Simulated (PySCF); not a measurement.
Species: C7H7N.
Geometry (PBE0-D3(BJ)/def2-SVP, Å), atoms numbered from 1 in this order:
```
atom  x, y, z in Å
C1     3.2038   -0.0340   -0.4607
N2     2.3788   -0.5209    0.3773
C3     1.0312   -0.2563    0.2815
C4     0.0756   -0.7229    1.1127
C5    -1.2121   -0.1616    0.6019
C6    -1.1124    0.0250   -0.9032
C7     0.2817    0.5928   -0.7317
C8    -0.9424    1.1805   -0.0595
H9     4.2715   -0.2681   -0.3544
H10    2.9204    0.6193   -1.3067
H11    0.2157   -1.3712    1.9757
H12   -2.1800   -0.3603    1.0678
H13   -1.7457   -0.2253   -1.7544
H14    0.7594    1.1249   -1.5567
H15   -1.3945    2.1709   -0.0059
```

All values: PBE0/def2-SVPD (PySCF, non-relativistic), on one gas-phase PBE0-D3(BJ)/def2-SVP geometry that isn't relaxed in the solvent. The solvent is an IEF-PCM continuum (cavity from Bondi-type radii × 1.2), and excitations are vertical TDDFT with non-equilibrium linear response and a frozen core. The model holds no explicit solvent molecules, cavitation or dispersion.

| run | E − E(gas) (kJ/mol) | HOMO (eV) | HOMO–LUMO gap (eV) | dipole (D) | lowest singlet (eV) | static polarisability (au) |
| --- | --- | --- | --- | --- | --- | --- |
| gas | 0.00 | -6.14 | 5.00 | 2.50 | 4.12 | 86.0 |
| P | -23.15 | -6.23 | 4.98 | 3.49 | 4.23 | 120.4 |
| Q | -19.73 | -6.21 | 4.98 | 3.33 | 4.22 | 115.1 |

Question: The runs were made in dichloromethane and methanol. Which run belongs to which solvent?

Answer: P = methanol, Q = dichloromethane. The dielectric constants are 8.93 (dichloromethane), 32.61 (methanol), and the energy falls further as ε rises. The optical constants n² used for the excitations are 2.03, 1.77 in the same order. In this model the ground state sees the solvent through ε alone.

Question: How constant is the ratio of the lowering to (ε − 1)/(2ε + 1)?

Answer: 
```tsv
solvent	(ε − 1)/(2ε + 1)	E − E(gas) (kJ/mol)	ratio (kJ/mol)	polarisation term (kJ/mol)
dichloromethane	0.420	-19.73	-46.9	-23.72
methanol	0.477	-23.15	-48.5	-28.76
```

The ratio changes by +3.3 % in size from dichloromethane to methanol. The polarisation term is half the interaction of the solute with the induced surface charges.
